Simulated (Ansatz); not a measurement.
Basis sets compared for Ge(SMe)2Me2 (C₄H₁₂GeS₂). Total charge 0; singlet. Geometry r2SCAN-D4/def2-SVP. Ansatz on 2 threads of AMD EPYC 7R13 on a shared host and a share (18 GiB) of an NVIDIA H100 80GB HBM3; times are rough, and most runs start from earlier orbitals.

```xyz
19

Ge   -0.4236   -0.2515    0.4681
S     0.6421   -1.9021    1.5130
C     2.2699   -1.7983    0.6817
H     2.1453   -1.7633   -0.4106
H     2.8230   -2.7085    0.9507
H     2.8404   -0.9226    1.0242
S    -0.4683   -0.8509   -1.6953
C    -0.6191    0.7817   -2.5105
H    -1.5357    1.3105   -2.2082
H    -0.6754    0.5858   -3.5907
H     0.2568    1.4179   -2.3167
C     0.5225    1.4502    0.6465
H    -0.0588    2.2705    0.1979
H     1.5062    1.4065    0.1562
H     0.6679    1.6661    1.7160
C    -2.2123   -0.1829    1.2353
H    -2.8216    0.5629    0.7025
H    -2.1619    0.0928    2.2998
H    -2.6974   -1.1648    1.1402
```

Binding counts from free atoms (Ge triplet, S triplet, C triplet, H doublet) in the same basis, without a counterpoise term.

```json
{"level": "PBE-D4/def2-SVP", "functions": "184", "energy (Eh)": "-3031.5983", "HOMO (eV)": "-5.21", "LUMO (eV)": "-0.14", "binding per atom (eV)": "3.82", "wall time": "1.4 s"}
{"level": "PBE0-D4/def2-SVP", "functions": "184", "energy (Eh)": "-3031.7579", "HOMO (eV)": "-6.46", "LUMO (eV)": "0.80", "binding per atom (eV)": "3.78", "wall time": "1.9 s"}
```

Estimate the rows for PBE-D4/def2-TZVP, PBE0-D4/def2-TZVP.


| level | functions | energy (Eh) | HOMO (eV) | LUMO (eV) | binding per atom (eV) | wall time |
| --- | --- | --- | --- | --- | --- | --- |
| PBE-D4/def2-TZVP | 318 | -3032.3197 | -5.37 | -0.58 | 3.81 | 1.7 s |
| PBE0-D4/def2-TZVP | 318 | -3032.4700 | -6.56 | 0.33 | 3.77 | 2 s |
